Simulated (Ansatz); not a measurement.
Relaxation of BCl$_{2}$H$_{5}$NP (10 atoms, charge 0, multiplicity 1), to a largest force component of 0.03 eV/Å in at most 50 steps.

Level of theory: Ansatz 0.2.0, RKS PBE0-D4/def2-mTZVP.

```xyz
10
Properties=species:S:1:pos:R:3
B -0.214 0.642 -0.441
N -0.223 -0.130 2.188
H -0.845 -0.692 2.759
H 0.705 -0.174 2.593
Cl 1.503 0.333 -0.668
Cl -1.388 -0.473 -1.122
P -0.799 2.381 0.098
H -1.903 1.997 0.904
H 0.114 2.637 1.154
H -0.540 0.854 2.228
```

Q: Where does it end, and by what steps?

A: The forces met the threshold. The force dipped under the threshold on the way, but the program's further checks kept it going. After 15 steps the energy has fallen by 1.188 eV; H3 moved furthest, 1.23 Å. Joined: B1–N2 (2.74 → 1.61 Å).

```csv
step,energy less start (eV),largest force component (eV/Å),accepted
0,0.0000,0.971,yes
1,-0.0852,0.916,yes
2,-0.1280,1.778,yes
3,-0.2214,0.874,yes
4,-0.4121,1.556,yes
5,-0.7468,1.778,yes
6,-0.9303,1.512,yes
7,-0.8688,2.658,no
8,-1.0353,0.328,yes
9,-1.0587,0.180,yes
10,-1.0806,0.556,yes
11,-1.1411,0.229,yes
12,-1.1690,0.252,yes
13,-1.1869,0.021,yes
14,-1.1875,0.083,yes
15,-1.1878,0.024,yes
```

```xyz
10
Properties=species:S:1:pos:R:3
B -0.283 0.470 0.259
N -0.243 0.017 1.807
H -0.044 -0.982 1.872
H 0.484 0.520 2.314
Cl 1.403 0.040 -0.366
Cl -1.628 -0.569 -0.468
P -0.662 2.389 0.047
H -1.763 2.444 0.956
H 0.284 2.852 1.013
H -1.139 0.194 2.259
```

Whether the end is a true minimum wasn't checked by a vibrational analysis.

The run took 26 s on 4 threads of Intel(R) Xeon(R) Platinum 8488C (Sapphire Rapids), on a shared host, peak memory 0.31 GiB.
